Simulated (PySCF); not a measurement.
Mean harmonic wavenumber (cm⁻¹) of eight molecules of H, C, N, O, S and their like: PBE-D3(BJ) beside B3LYP-D3(BJ), computed with PySCF for isolated molecules in the bases named; differences from unrounded values. The eight are the first of their class met in an unordered collection, after screening for sound electronic states; none was chosen by its value. Each level has its own optimised geometry.

```json
[
 {"molecule": "phosphoric acid (H₃O₄P), SMILES O=P(O)(O)O", "basis": "def2-SVP", "B3LYP-D3(BJ)": "1179"},
 {"molecule": "ethylamine (C2H7N), SMILES NCC", "basis": "def2-TZVP", "B3LYP-D3(BJ)": "1690"},
 {"molecule": "C5H9N, SMILES C=CC(N)C=C", "basis": "def2-SVP", "B3LYP-D3(BJ)": "1463"},
 {"molecule": "(2R)-but-3-ene-1,2-diamine (C₄H₁₀N₂), SMILES C=C[C@@H](N)CN", "basis": "def2-SVP", "B3LYP-D3(BJ)": "1497"},
 {"molecule": "1-methyl-3-methylideneazetidine (C5H9N), SMILES C=C1CN(C)C1", "basis": "def2-SVP", "B3LYP-D3(BJ)": "1468"},
 {"molecule": "C₆H₆O, SMILES [C@@H]1(OC=CC1)C#C", "basis": "def2-SVP", "B3LYP-D3(BJ)": "1352"},
 {"molecule": "(1-methylcyclopropyl)methanol (C5H10O), SMILES CC1(CO)CC1", "basis": "def2-SVP", "B3LYP-D3(BJ)": "1481"},
 {"molecule": "C5H8O, SMILES O1CCC=CC1", "basis": "def2-SVP", "B3LYP-D3(BJ)": "1484"}
]
```

### Question
Estimate the PBE-D3(BJ) values and say how PBE-D3(BJ) differs from B3LYP-D3(BJ) over the set. (The exact figures need the calculation; the answer reports its results.)

### Answer

```csv
molecule,PBE-D3(BJ),difference
"phosphoric acid (H₃O₄P), SMILES O=P(O)(O)O",1142,-37
"ethylamine (C2H7N), SMILES NCC",1646,-44
"C5H9N, SMILES C=CC(N)C=C",1423,-40
"(2R)-but-3-ene-1,2-diamine (C₄H₁₀N₂), SMILES C=C[C@@H](N)CN",1456,-41
"1-methyl-3-methylideneazetidine (C5H9N), SMILES C=C1CN(C)C1",1427,-41
"C₆H₆O, SMILES [C@@H]1(OC=CC1)C#C",1312,-40
"(1-methylcyclopropyl)methanol (C5H10O), SMILES CC1(CO)CC1",1441,-40
"C5H8O, SMILES O1CCC=CC1",1442,-42
```
PBE-D3(BJ) lies below B3LYP-D3(BJ) in 8 and above it in 0 of the eight; the mean signed difference is -41 and the largest -44 cm⁻¹.
